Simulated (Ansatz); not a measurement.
VO4H3. Total charge 0; singlet. Geometry relaxed at r2SCAN-D4/def2-SVP.

| atom | x (Å) | y (Å) | z (Å) |
| --- | --- | --- | --- |
| V1 | -0.116 | -0.264 | -0.391 |
| O2 | -1.557 | 0.401 | 0.570 |
| O3 | -0.594 | 1.513 | 0.485 |
| O4 | -0.149 | -0.067 | -1.939 |
| O5 | 1.431 | -0.686 | 0.325 |
| H6 | -0.240 | 1.557 | 1.395 |
| H7 | 2.239 | -0.856 | -0.182 |
| H8 | -1.014 | -1.599 | -0.263 |

The structure holds one bond between oxygen atoms, so isomers without such links may lie far lower. The restricted singlet is unstable towards broken spin symmetry in Hartree–Fock (as tested in another run); at r2SCAN-D4/def2-SVP this wasn't settled. The structure comes from a short search, and lower isomers may exist.

Question: Estimate the harmonic wavenumbers at RKS r2SCAN-D4/def2-SVP (Ansatz, unscaled). Is this a minimum?

Answer: 134, 179, 199, 264, 425, 508, 545, 604, 638, 703, 751, 826, 883, 1146, 1242, 1851, 3690, 3838 cm⁻¹. Yes, no mode is imaginary beyond noise. Zero-point energy 110.2 kJ/mol. Run time 60 s (4 threads of Arm Neoverse V2 on a shared host).
